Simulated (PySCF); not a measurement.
Si(H)(F)(Et)(OH) (C2H7FOSi), SMILES CC[SiH](O)F. Geometry: PBE0-D3(BJ)/def2-SVP. The structure was generated by enumeration, and PubChem lists no compound with its InChIKey, so it may never have been made. One conformer was computed; it need not be the lowest.

Q: Give the equilibrium geometry at PBE0-D3(BJ)/def2-SVP (PySCF confirms it by a frequency run) as Cartesian coordinates in Å. (Estimate from the structure and the level; the computed values follow.)

A: Several could match; the one computed here: 
```xyz
12

Si    -0.4391     0.3661     0.2423
O     -1.1980    -1.0113     0.7557
F     -1.3944     1.1495    -0.8185
C      1.1696     0.0133    -0.6310
C      2.1764    -0.7557     0.2218
H     -0.2967     1.2154     1.4488
H     -1.3483    -1.7032     0.1051
H      0.9358    -0.5396    -1.5588
H      1.5903     0.9779    -0.9654
H      2.4519    -0.1932     1.1281
H      3.1065    -0.9623    -0.3294
H      1.7651    -1.7209     0.5558
```
Charge 0, spin multiplicity 1.
